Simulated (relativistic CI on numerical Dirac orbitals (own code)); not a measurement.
One change at a time: Zn2+

Base calculation: Dirac-Coulomb-Breit CI, separate exchange-only KLI orbitals for each configuration, model QED, valence Slater integrals scaled by 0.85, P86 correlation energy added to each configuration.

CI space (outside the closed core [Ar]): 3d10, 3d9.4s, 3d9.4p, 3d8.4s2, 3d9.5s, 3d9.4d, 3d9.5p, 3d8.4s.4p, 3d9.4f, 3d9.6s, 3d9.5d, 3d9.6p, 3d9.5f, 3d9.5g, 3d9.6d, 3d9.6f, 3d8.4p2, 3d8.4s.5s. Levels of other configurations are missing.

Variants: (1) self-excluded LDA correlation estimate; (2) no correlation estimate; (3) non-relativistic limit. Shifts of the energy above 3d10 1S_0, in cm⁻¹, for the lowest level and the first level of each name with at least 55 % of one term (blank where a level changes its place among those of its configuration and J or its character, or is not in the variant):

```
       Level      Base     Δ(1)     Δ(2)      Δ(3)  Measured
   3d10 1S_0       0.0      0.0      0.0       0.0       0.0
 3d9.4s 3D_3   71466.7   +524.0  -5267.8   +6972.3   78096.3
 3d9.4s 3D_2   72641.1   +524.4  -5268.2   +5797.9   79273.6
 3d9.4s 3D_1   74150.6   +524.0  -5267.7   +4288.4   80850.2
 3d9.4s 1D_2   76960.5   +527.2  -5271.5   +5258.1   83500.3
3d9.4p 3P°_2  129646.7  +1376.7  -6246.2   +4708.4  137866.4
3d9.4p 3P°_1  131722.5  +1376.9  -6246.3   +2632.6  140071.0
3d9.4p 3F°_3  132421.5  +1376.4  -6245.6   +4514.3          
3d9.4p 3F°_4  132884.1  +1375.9  -6243.4   +4051.8  141327.0
3d9.4p 3P°_0  132975.6  +1376.8  -6246.2   +1379.5  141392.5
3d9.4p 3F°_2  134128.7  +1376.1  -6243.9   +2807.1  142483.3
3d9.4p 1F°_3  136034.8  +1377.3  -6251.1   +2634.9          
3d9.4p 1D°_2  136768.1  +1378.8  -6249.9                    
3d9.4p 3D°_3  137258.6  +1378.0  -6252.5   +3652.1  145966.6
3d9.4p 3D°_1  138727.8  +1378.8  -6255.0   +2182.9  147571.2
3d9.4p 3D°_2  139233.0  +1378.7  -6251.6            147921.5
3d9.4p 1P°_1  139607.1  +1386.0  -6251.7   +3135.5  147498.6
3d8.4s2 3F_4  178802.9  +1173.6  -9031.6  +14691.7  190341.3
3d8.4s2 3F_3  181175.2  +1174.0  -9031.2  +12319.4  192763.7
3d8.4s2 3F_2  182695.2  +1174.4  -9030.9  +10799.4  194303.3
3d8.4s2 1D_2  197035.0  +1204.5  -9007.1  +14640.9  208041.3
3d8.4s2 3P_2  201120.8  +1288.8  -8940.0  +13301.5  211725.5
```

Correlation outside the listed configurations is missing or only estimated: errors of thousands of cm⁻¹ between configurations and terms are usual at this charge. Rates and lifetimes follow the computed energies and can be off by large factors. The fine structure of a lone outer electron comes out too small, for d and f at times inverted, and misplaced configurations move strength between like terms. 44 of the 56 excited levels that our extract of the measured tables holds in this range could be paired (the sources list more); they are missed by 10588 cm⁻¹ on average and 13957 at most, and levels without a partner can miss by more.

Measured levels: Sugar and Musgrove, J. Phys. Chem. Ref. Data 24, 1803 (1995).

Ionisation energy from the two ground configurations alone: base 38.31 eV; self-excluded LDA correlation estimate 38.78 eV; no correlation estimate 37.01 eV. The NIST ASD value (measured) is 39.7233 eV. The gap of more than 2 % comes from missing correlation.

LS names give the leading component of a level, which can be under half, so a name can repeat, a term be missing and a line seem to break the LS rules.
